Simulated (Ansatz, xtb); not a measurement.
# A geometry optimisation of GeH7PSi with r2SCAN-D4/def2-SVP

The starting geometry of this gas-phase singlet has its atoms placed at random.

```
atom    x (Å)    y (Å)    z (Å)
  Ge   0.6470  -0.4367   0.1757
   P  -0.6789   2.1755  -0.4420
  Si  -1.4850  -0.0324   0.0435
   H  -0.2517  -2.2070   0.7709
   H   1.2630  -0.9050   1.4218
   H   1.5270   0.9500   1.1662
   H   1.4658  -1.2327  -0.8869
   H  -1.7136  -1.3544  -0.1951
   H  -0.7819   1.0675   1.2091
   H  -0.6737  -0.8268   0.8250
```

**Question.** One run relaxed it with r2SCAN-D4/def2-SVP. What is a likely outcome?

**Answer.** It loosens into GeH5PSi + H2, which stay close as a complex. Distances that change by over a tenth: P2–Si3 (2.40 → 2.09 Å). Contacts that open: Ge1–H10 (1.52 → 4.02 Å), Si3–H9 (1.75 → 2.54 Å), Si3–H10 (1.38 → 3.28 Å). Contacts that close: Ge1–H6 (1.92 → 1.53 Å), P2–H9 (1.99 → 1.43 Å), H4–H10 (1.44 → 0.76 Å).

The energy falls by 11.07 eV over 37 steps:

```csv
step,E − E(last) (eV)
1,11.075
5,3.408
9,0.489
13,0.015
17,0.004
21,0.002
25,0.001
29,0.000
33,0.000
37,0.000
```

Final geometry (Å):

```yaml
atoms:
  - { symbol: Ge, position_ang: [1.4583, -0.3205, 0.0338] }
  - { symbol: P, position_ang: [-1.9626, 1.7487, 0.1864] }
  - { symbol: Si, position_ang: [-0.8369, 0.0951, -0.4021] }
  - { symbol: H, position_ang: [-1.2766, -2.5533, 2.1471] }
  - { symbol: H, position_ang: [1.6285, -1.6441, 0.7956] }
  - { symbol: H, position_ang: [2.0186, 0.8317, 0.8770] }
  - { symbol: H, position_ang: [2.2435, -0.4167, -1.2840] }
  - { symbol: H, position_ang: [-1.5153, -0.9760, -1.1929] }
  - { symbol: H, position_ang: [-0.8152, 2.3140, 0.8369] }
  - { symbol: H, position_ang: [-1.6245, -1.8808, 2.0904] }
```

From the same start GFN2-xTB ends elsewhere, in pieces: H3PSi + GeH4.

From so rough a start the end depends on the optimiser's path, so another program may land elsewhere. No frequencies were run, so the end isn't proven a minimum. Run with Ansatz 0.2.0, 55 s on 2 threads of Intel(R) Xeon(R) 6975P-C (Granite Rapids), on a shared host.
